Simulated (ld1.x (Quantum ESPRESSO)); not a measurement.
# What one change does to a pseudopotential (chlorine, TM)

Cl (Z = 17), norm-conserving Troullier–Martins (Kleinman–Bylander form), made with ld1.x (Quantum ESPRESSO) 7.5 (LDA (PZ), scalar-relativistic). Core [Ne], reference 3s2 3p3.5 (charge +1.5). Waves: 3p (bound): rc 1.25 bohr; 3s (bound): rc 1.30 bohr. Local part: the s channel. Core correction: Bessel-smoothed model core inside 1.15 bohr.

All-electron outer shells of the reference configuration (LDA (PZ), scalar-relativistic, ld1.x):

| shell | level (eV) | outermost node (bohr) | outermost maximum (bohr) |
| --- | --- | --- | --- |
| 3s | -38.31 | 0.55 | 1.26 |
| 3p | -25.48 | 0.53 | 1.37 |

Change: all radii but the core radius scaled by about 1.08 (s 1.40, p 1.36 bohr).

Cutoffs: the cutoffs (Ry, on a coarse ladder) from which the occupation-weighted sum of valence levels, in a spherical-Bessel basis at the reference potential, stays within 10 and 1 mRy of its value at 400 Ry; they do not see the model core or the augmentation charge, which bear on the density cutoff. Errors are all-electron minus pseudo energies relative to the spin-unpolarised reference configuration.

Question: Predict the effect on cutoff, ghosts and configuration errors.

Answer: The potential gets softer (55 Ry and 80 Ry → 50 Ry and 70 Ry); the errors of the 9 common tests hardly move; neither file shows a bound ghost. A larger radius leaves more room for a smooth pseudo-wave, so fewer plane waves are needed.

| quantity | base | changed |
| --- | --- | --- |
| cutoff, loose | 55 Ry | 50 Ry |
| cutoff, tight | 80 Ry | 70 Ry |
| bound ghosts | none | none |
| error for 3s2 3p5, meV [ΔE -25.20 eV] | +15 | +17 |
| error for 3s2 3p4, meV [ΔE -11.23 eV] | +3.1 | +3.4 |
| error for 3s2 3p3, meV [ΔE 14.30 eV] | +2.1 | +2.4 |
| error for 3s1 3p6, meV [ΔE -13.15 eV] | +13 | +14 |
| error for 3s2 3p4.5, meV [ΔE -19.57 eV] | +8.9 | +9.7 |
| error for 3s2 3p2, meV [ΔE 52.69 eV] | +35 | +39 |
| error for 3s1 3p5, meV [ΔE 1.36 eV] | +3.0 | +2.6 |
| error for 3s2 3p3.5 (spin-polarised), meV [ΔE -1.50 eV] | +42 | +46 |
| error for 3s2 3p5 (spin-polarised), meV [ΔE -25.39 eV] | +20 | +22 |
